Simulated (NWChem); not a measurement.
System: CBrF2, doublet; SMILES [C](Br)(F)F

NWChem printed, in part:

```
             Northwest Computational Chemistry Package (NWChem) 7.3.0
             --------------------------------------------------------

 CS  symmetry detected

                             Geometry "geometry" -> ""
                             -------------------------

 Output coordinates in angstroms (scale by  1.889725989 to convert to a.u.)

  No.       Tag          Charge          X              Y              Z
 ---- ---------------- ---------- -------------- -------------- --------------
    1 F                    9.0000    -0.08378097    -1.55768719    -1.08946600
    2 C                    6.0000     0.34000807    -0.93308306     0.00000000
    3 F                    9.0000    -0.08378097    -1.55768719     1.08946600
    4 Br                  35.0000    -0.01519974     0.96105337     0.00000000

 Effective nuclear repulsion energy (a.u.)     241.9009228494

      Symmetry information
      --------------------

 Group name             Cs
 Group number              2
 Group order               2
 No. of unique centers     3

                                 NWChem DFT Module
                                 -----------------

 Summary of "ao basis" -> "ao basis" (spherical)
 ------------------------------------------------------------------------------
       Tag                 Description            Shells   Functions and Types
 ---------------- ------------------------------  ------  ---------------------
 F                         def2-tzvpp               11       31   5s3p2d1f
 C                         def2-tzvpp               11       31   5s3p2d1f
 Br                        def2-tzvpp               16       48   6s5p4d1f

      Symmetry analysis of basis
      --------------------------

        a'         84
        a"         57

            General Information
            -------------------
          SCF calculation type: DFT
          Wavefunction type:  spin polarized.
          No. of atoms     :     4
          No. of electrons :    59
           Alpha electrons :    30
            Beta electrons :    29
          Charge           :     0
          Spin multiplicity:     2
          Use of symmetry is: on ; symmetry adaption is: on
          Maximum number of iterations: 150
          AO basis - number of functions:   141
                     number of shells:    49
          Convergence on energy requested:  1.00D-06
          Convergence on density requested:  1.00D-05
          Convergence on gradient requested:  5.00D-04

              XC Information
              --------------
                         PBE0 Method XC Functional
                     Hartree-Fock (Exact) Exchange  0.250
          PerdewBurkeErnzerhof Exchange Functional  0.750
            Perdew 1991 LDA Correlation Functional  1.000 local
           PerdewBurkeErnz. Correlation Functional  1.000 non-local

             Grid Information
             ----------------
          Grid used for XC integration:  medium
          Radial quadrature: Mura-Knowles
          Angular quadrature: Lebedev.
          Tag              B.-S. Rad. Rad. Pts. Rad. Cut. Ang. Pts.
          ---              ---------- --------- --------- ---------
          F                   0.50       49           9.0       434
          C                   0.70       49           8.0       434
          Br                  1.15      112           8.0       590
          Grid pruning is: on
          Number of quadrature shells:   210
          Spatial weights used:  Erf1

      Superposition of Atomic Density Guess
      -------------------------------------

 Sum of atomic energies:       -2808.90648501

      Non-variational initial energy
      ------------------------------

 Total energy =   -2809.695869
 1-e energy   =   -4393.631946
 2-e energy   =    1342.035153
 HOMO         =      -0.123605
 LUMO         =       0.094712

   Symmetry analysis of molecular orbitals - initial alpha
   -------------------------------------------------------

  Numbering of irreducible representations:

     1 a'          2 a"

  Orbital symmetries:

     1 a'          2 a'          3 a'          4 a"          5 a'
     6 a'          7 a"          8 a'          9 a'         10 a'
    11 a"         12 a'         13 a'         14 a"         15 a'
    16 a"         17 a'         18 a'         19 a"         20 a'
    21 a'         22 a"         23 a'         24 a'         25 a"
    26 a"         27 a'         28 a'         29 a"         30 a'
    31 a'         32 a'         33 a"         34 a'         35 a'
    36 a"         37 a'         38 a'         39 a'         40 a"

   Symmetry analysis of molecular orbitals - initial beta
   ------------------------------------------------------

  Numbering of irreducible representations:

     1 a'          2 a"

  Orbital symmetries:

     1 a'          2 a'          3 a'          4 a"          5 a'
     6 a'          7 a"          8 a'          9 a'         10 a'
    11 a"         12 a'         13 a'         14 a"         15 a'
    16 a"         17 a'         18 a'         19 a"         20 a'
    21 a'         22 a"         23 a'         24 a'         25 a"
    26 a"         27 a'         28 a'         29 a"         30 a'
    31 a'         32 a'         33 a"         34 a'         35 a'
    36 a"         37 a'         38 a'         39 a'         40 a"

     ---------------------------------------------
      Total Density - Mulliken Population Analysis
     ---------------------------------------------

[...]
```

Level: PBE0/def2-TZVPP, spin-unrestricted. In the optimisation the excess spin sits in a' (Cs, its own frame). Geometry: optimised at PBE-D3(BJ)/def2-SVP, spin-unrestricted. No stability test was run on the SCF state.

Question: Which NWChem input produces such a log?

Answer: One answer among several that fit: the input that was run:
```
start job
memory heap 200 mb stack 700 mb global 900 mb
geometry units angstroms noautoz
  F     -0.083137     1.543711    -1.089466
  C      0.338381     0.917572     0.000000
  F     -0.083137     1.543711     1.089466
  Br    -0.023703    -0.975262     0.000000
end
basis spherical
  * library def2-tzvpp
end
dft
  odft
  mult 2
  xc pbe0
  iterations 150
  mulliken
end
task dft energy
```
